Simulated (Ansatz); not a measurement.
Molecule: C₂H₆BO (charge 0, doublet). It need not be the lowest isomer of its formula. SMILES: CB(C)[O]
Geometry: optimised at B3LYP-D3(BJ)/def2-TZVP (Ansatz, an electronic-structure program).

Quantity: atomisation energy (electronic, to ground-state atoms), in kJ/mol. Cores are frozen in the correlated levels unless marked. Open shells are spin-unrestricted. No spin-orbit coupling. No relativistic terms. The coupled-cluster limit lacks core correlation, which all-electron functionals hold. CBS(X,Y): correlation extrapolated as X^-3; Hartree-Fock from the larger set.

```csv
level,program,atomisation energy (kJ/mol)
revPBE-D4/def2-TZVPD,Ansatz + dftd4,3932.8
B97M-V/def2-TZVPD,Ansatz,___
PBE0/def2-TZVPD,Ansatz,3942.1
BHLYP-D4/def2-TZVPD,Ansatz + dftd4,___
r2SCANh-D4/def2-TZVPD,Ansatz + dftd4,3943.6
HSE06/def2-TZVPD,Ansatz,3946.2
RPA@PBE/cc-pVQZ,Ansatz,3711.2
CCSD/aug-cc-pVDZ,Ansatz,___
"CCSD(T)/CBS(aug-cc-pVTZ,aug-cc-pVQZ)",Ansatz,___
```

Q: Fill in the missing entries.

A: 
- B97M-V/def2-TZVPD, atomisation energy (kJ/mol): 3952.8
- BHLYP-D4/def2-TZVPD, atomisation energy (kJ/mol): 3841.4
- CCSD/aug-cc-pVDZ, atomisation energy (kJ/mol): 3629.5
- CCSD(T)/CBS(aug-cc-pVTZ,aug-cc-pVQZ), atomisation energy (kJ/mol): 3907.1
